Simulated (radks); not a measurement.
La38+, configuration [Ne] 3s1.75 3p6 3d1 4p0.25 (fractional occupations, a model configuration).

Method: Dirac Kohn-Sham, LDA (Slater exchange, VWN5 correlation), spin-unpolarised, spherical densities, point nucleus; open shells fill j = l - 1/2 first; computed with a radial shooting solver on a logarithmic mesh with Libxc functionals.

Energy parts (hartree):
| part | energy |
|---|---|
| total | -7320.6830 |
| kinetic | 7906.5867 |
| electron-nucleus | -16251.8627 |
| Hartree | 1150.2106 |
| exchange-correlation | -125.6175 |

Orbitals (lengths in bohr, moments of r in powers of bohr; <r^-3> diverges for s and p1/2):
| orbital | occ. | eigenvalue (hartree) | <r^4> | <r^-3> | small-component weight |
|---|---|---|---|---|---|
| 1s1/2 | 2 | -1498.769 | 1.922e-06 | - | 4.44e-02 |
| 2s1/2 | 2 | -301.5017 | 0.0003033 | - | 9.77e-03 |
| 2p1/2 | 2 | -289.4357 | 0.0001902 | - | 9.77e-03 |
| 2p3/2 | 4 | -274.0329 | 0.0002335 | 6787 | 9.22e-03 |
| 3s1/2 | 1.75 | -111.9600 | 0.009199 | - | 3.54e-03 |
| 3p1/2 | 2 | -107.4016 | 0.008064 | - | 3.48e-03 |
| 3p3/2 | 4 | -103.7090 | 0.009233 | 1676 | 3.35e-03 |
| 3d3/2 | 1 | -96.79735 | 0.005888 | 286.6 | 3.21e-03 |
| 3d5/2 | 0 | -95.93277 | 0.006138 | 262.0 | 3.17e-03 |
| 4p1/2 | 0.25 | -55.35655 | 0.1090 | - | 1.69e-03 |
| 4p3/2 | 0 | -54.00229 | 0.1203 | 622.0 | 1.64e-03 |

The highest occupied level is 4p1/2 at -1506.3 eV. The configuration is held as typed, so some empty levels lie below it. The density falls to 0.001 e/bohr^3 at r = 0.99 bohr.
